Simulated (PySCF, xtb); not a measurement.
Se(F)(Me) (CH3FSe), SMILES C[Se]F.

Geometry optimised at PBE0-D3(BJ)/def2-TZVP.

Computed with PySCF 2.14.0 with IEF-PCM-B3LYP/def2-SVP.

The values are the electrostatic part of the solvation free energy, E(continuum) − E(gas) at the gas-phase geometry, in a cavity of scaled van der Waals radii (PySCF's table); cavitation and dispersion terms are not included. In vacuum the orbital gap is 4.66 eV. The dipole moment in vacuum is 2.43 D.

Computed values in water (ε = 78.36), diethylether (ε = 4.24), N,N-dimethylformamide (ε = 37.22):
```json
[
 {"solvent": "water", "ε": "78.36", "ΔG(elec) (kcal/mol)": "-3.6", "dipole (D)": "3.08", "gap (eV)": "4.74"},
 {"solvent": "diethylether", "ε": "4.24", "ΔG(elec) (kcal/mol)": "-2.5", "dipole (D)": "2.87", "gap (eV)": "4.71"},
 {"solvent": "N,N-dimethylformamide", "ε": "37.22", "ΔG(elec) (kcal/mol)": "-3.5", "dipole (D)": "3.06", "gap (eV)": "4.73"}
]
```

For comparison, GFN2-xTB/ALPB(water) (xtb, at the GFN2-xTB geometry, all terms of that model) gives -2.4 kcal/mol.
